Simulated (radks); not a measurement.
Neutral sulfur inside a hard spherical wall (all orbitals vanish at R), configuration held at [Ne] 3s2 3p4 and not refilled when levels cross. Method: non-relativistic Kohn-Sham, PBE, spin-unpolarised, spherical densities, point nucleus; computed with a radial shooting solver on a logarithmic mesh with Libxc functionals. Eigenvalues in eV, with the zero of energy where the potential of the charges vanishes at infinity; a dash marks a level that is unbound or too diffuse for the functional's potential to be trusted. A positive occupied level is held by the wall or, in an anion where self-interaction has pushed it up, behind a barrier. The pressure on the wall is -dE/dV.

R (bohr)  E (hartree)  kinetic (hartree)    e(2s)    e(2p)    e(3s)   e(3p)  e(4s, empty)  e(4p, empty)  pressure (GPa)
free       -397.91481            397.397  -210.43  -156.49  -17.143  -7.021             -             -               0
20         -397.91481            397.397  -210.43  -156.49  -17.143  -7.021             -             -        < 0.0001
12         -397.91481            397.397  -210.43  -156.49  -17.143  -7.021        -0.149         1.115        < 0.0001
10         -397.91478            397.398  -210.42  -156.49  -17.140  -7.018         0.165         1.777         0.00113
8          -397.91422            397.403  -210.37  -156.44  -17.101  -6.980         1.094         3.386          0.0314
6          -397.90423            397.477  -209.87  -155.93  -16.735  -6.598         4.444         8.243           0.998
5          -397.86882            397.690  -208.71  -154.76  -15.942  -5.720         9.350        14.527            6.44
4          -397.70087            398.529  -205.16  -151.17  -13.547  -2.938        21.608        28.782            49.7
3.5        -397.43412            399.678  -201.18  -147.14  -10.731   0.385        34.605        42.977             152
2.5        -395.17013            407.335  -182.12  -127.72    6.366  20.019        103.34        113.20            1910
2          -390.65744            419.857  -160.67  -105.65   34.600  50.560        200.48        207.21            8720
